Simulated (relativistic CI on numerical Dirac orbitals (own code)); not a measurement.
**Radial parameters of Ir31+**

These numbers are calculated, not measured: Dirac-Coulomb-Breit CI, separate exchange-only KLI orbitals for each configuration, model QED (radiative potential, 1s self-energy scaled to tabulated hydrogen-like ionisation energies), unscaled Slater integrals (own radial code, finite nucleus).

Slater integrals F^k, G^k are unscaled and averaged over j, outside the closed core [Ar] 3d10; ζ comes from projecting the Hamiltonian with its Breit term on Σ l·s of the shell.

- 4s2 4p6 4d9 4f: ζ(4d) = 65013, F^2(4d,4f) = 239060, F^4(4d,4f) = 155740, G^1(4d,4f) = 251100, G^3(4d,4f) = 171530, G^5(4d,4f) = 125550, ζ(4f) = 11365 cm⁻¹; <r>(4d) = 0.4209, <r^2>(4d) = 0.2027, <r>(4f) = 0.4009, <r^2>(4f) = 0.1834 (bohr units).
- 4s2 4p5 4d10 4f: ζ(4p) = 541980, F^2(4p,4f) = 244250, G^2(4p,4f) = 198710, G^4(4p,4f) = 144590, ζ(4f) = 11328 cm⁻¹; <r>(4p) = 0.4143, <r^2>(4p) = 0.1945, <r>(4f) = 0.401, <r^2>(4f) = 0.1835 (bohr units).
- 4s 4p6 4d10 4f: G^3(4s,4f) = 175300, ζ(4f) = 11470 cm⁻¹; <r>(4s) = 0.3988, <r^2>(4s) = 0.179, <r>(4f) = 0.4008, <r^2>(4f) = 0.1833 (bohr units).

Averages of the first 10 configurations, taken without configuration mixing, which lowers the lowest level and can move excited configurations by several eV; other configurations of the list can lie among them:

```tsv
Configuration	Parity	States	Average energy above the lowest level (eV)
4s2 4p6 4d10	even	1	0.1
4s2 4p6 4d9 4f	odd	140	226.3
4s2 4p5 4d10 4f	even	84	464.0
4s 4p6 4d10 4f	odd	28	647.4
4s2 4p6 4d9 5s	even	20	422.2
4s2 4p6 4d9 5p	odd	60	495.9
4s2 4p6 4d9 5d	even	100	591.2
4s2 4p5 4d10 5s	odd	12	660.9
4p6 4d10 4f2	even	91	1297.3
4p6 4d9 4f3	odd	3640	1524.0
```
